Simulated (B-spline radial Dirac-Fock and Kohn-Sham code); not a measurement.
# Photoionisation of strontium ions at Ag Kα (22162.9 eV)

These are calculated numbers from a radial B-spline solver; the model is the independent-particle Dirac-Slater model, thresholds from Dirac-Fock. Cross sections in kb; a dash marks an empty subshell or a threshold above the photon energy.

| ion | configuration | total | 1s | 2p3/2 | 3s | 3p1/2 | 3d5/2 |
| --- | --- | --- | --- | --- | --- | --- | --- |
| Sr | [Kr] 5s2 | 6.995 | 6.06 | 0.186 | 0.0813 | 0.0178 | 0.00122 |
| Sr²⁺ | [Ar] 3d10 4s2 4p6 | 6.994 | 6.06 | 0.186 | 0.0813 | 0.0178 | 0.00122 |
| Sr³⁶⁺ | 1s2 | 6.092 | 6.09 | – | – | – | – |
